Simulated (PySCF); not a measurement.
**Match the barriers**

Saddle point of BH$_{4}$O$_{2}$F, singlet (BH₂O₂F ([OH][B]([OH])[F]) + H₂ → BH₃O₂ ([OH][BH][OH]) + HF; bonds formed: B1–H6, F2–H5; bonds broken: B1–F2, H5–H6), PBE0-D4/def2-TZVP structure:

```
8
angstrom
B -0.2003 -0.1410 0.1265
F 0.3296 1.3032 -0.6470
O -1.1411 -0.7781 -0.6153
O -0.4325 0.0649 1.4474
H 1.0439 0.3914 -0.5186
H 1.0938 -0.5500 -0.1501
H -0.9412 -0.8479 -1.5490
H 0.2480 0.5575 1.9065
```

Program: PySCF 2.14 with density fitting (its default auxiliary sets; JK sets also for MP2 and CCSD(T)). Basis: def2-TZVPP, with def2-QZVPP for the basis limit. Cores are frozen in the correlated methods. Extrapolation: Hartree–Fock as exp(−7.88 √X), correlation as X^−2.97. Four methods, as single points on the PBE0-D4 structures, gave these electronic barriers from the start structure: 1.809, 2.336, 2.529, 3.273 eV.

Problem. The methods were, in alphabetical order, HF, MP2, r2SCAN-D4, SPW92. Which gave which? (A judgement: the text doesn't fix the answer.)

Solution. By the calculation: SPW92 1.809; r2SCAN-D4 2.336; MP2 2.529; HF 3.273 eV. For comparison, CCSD(T) at an estimated basis limit (MP2 extrapolated from triple and quadruple zeta, plus CCSD(T) − MP2 in triple zeta) gives 2.568 eV.

The T1 diagnostic stays at or below 0.014.

Labels in which every atom is bracketed show which atoms are joined, not bond orders.

For scale, one of the runs: CCSD(T)/def2-TZVPP, 180 basis functions, launched by `OMP_NUM_THREADS=4 python run.py`. Hardware: 4 CPU threads of an Intel Xeon Platinum 8488C, shared host. Wall time 3.2 min; peak host memory 2.1 GiB.
